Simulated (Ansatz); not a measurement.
Geometry optimisation, RKS B3LYP/def2-SVP (Ansatz 0.2.0).

The input (input.yaml):

```yaml
crystal:
  periodic: [false, false, false]
  atoms:
    - { symbol: Si, position_ang: [-0.5866, 1.1895, 0.5096] }
    - { symbol: "N", position_ang: [0.5469, -0.0456, 0.9105] }
    - { symbol: B, position_ang: [0.1352, -1.29, 0.1136] }
    - { symbol: Se, position_ang: [-1.71081, -2.13151, 0.5298] }
    - { symbol: H, position_ang: [-0.6181, 1.4707, -0.971] }
    - { symbol: H, position_ang: [-1.9825, 0.8328, 0.9146] }
    - { symbol: H, position_ang: [-0.2491, 2.4785, 1.202] }
    - { symbol: H, position_ang: [1.5163, 0.3001, 0.551] }
    - { symbol: H, position_ang: [0.81601, -1.64287, -0.75177] }
    - { symbol: H, position_ang: [-0.9645, -3.05771, 1.51853] }
basis:
  gaussian: { orbitals: def2-SVP }
hamiltonian:
  xc: b3lyp
relax:
  f_tol: 0.015
  max_steps: 40
output:
  orbitals: {}
```

Run as:

```bash
$ ansatz run input.yaml --threads 2 --pin off --max-ram 3072MiB --backend cpu --events-out ev --progress --plain --runs-dir out
```

Problem. Where does it end, and by what steps?

Solution. The forces met the threshold. The force dipped under the threshold on the way, but the program's further checks kept it going. After 24 steps the energy has fallen by 1.497 eV; H9 moved furthest, 1.26 Å.

| step | energy less start (eV) | largest force component (eV/Å) | accepted |
| --- | --- | --- | --- |
| 0 | 0.0000 | 2.677 | yes |
| 1 | -0.5570 | 1.768 | yes |
| 2 | -0.8502 | 0.725 | yes |
| 3 | -1.0027 | 0.649 | yes |
| 4 | -1.1820 | 0.523 | yes |
| 5 | -1.3374 | 0.554 | yes |
| 6 | -1.4492 | 0.377 | yes |
| 7 | -1.4848 | 0.161 | yes |
| 8 | -1.4916 | 0.137 | yes |
| 9 | -1.4944 | 0.060 | yes |
| 10 | -1.4955 | 0.040 | yes |
| 11 | -1.4958 | 0.035 | yes |
| 12 | -1.4959 | 0.033 | yes |
| 13 | -1.4961 | 0.023 | yes |
| 14 | -1.4962 | 0.024 | yes |
| 15 | -1.4964 | 0.039 | yes |
| 16 | -1.4965 | 0.050 | yes |
| 17 | -1.4966 | 0.048 | yes |
| 18 | -1.4968 | 0.032 | yes |
| 19 | -1.4970 | 0.008 | yes |
| 20 | -1.4971 | 0.009 | yes |
| 21 | -1.4971 | 0.034 | no |
| 22 | -1.4972 | 0.009 | yes |
| 23 | -1.4972 | 0.018 | yes |
| 24 | -1.4972 | 0.009 | yes |

```xyz
10
Properties=species:S:1:pos:R:3
Si -0.678 1.409 0.433
N 0.446 0.047 0.390
B 0.222 -1.345 0.444
Se -1.587 -2.100 0.638
H -1.166 1.774 -0.928
H -1.840 1.046 1.288
H 0.051 2.576 1.006
H 1.425 0.305 0.281
H 1.149 -2.111 0.372
H -1.121 -3.497 0.604
```

Whether the end is a true minimum wasn't checked by a vibrational analysis.

Run time: 71 s on 2 threads of Arm Neoverse V2, on a shared host, peak memory 0.25 GiB.
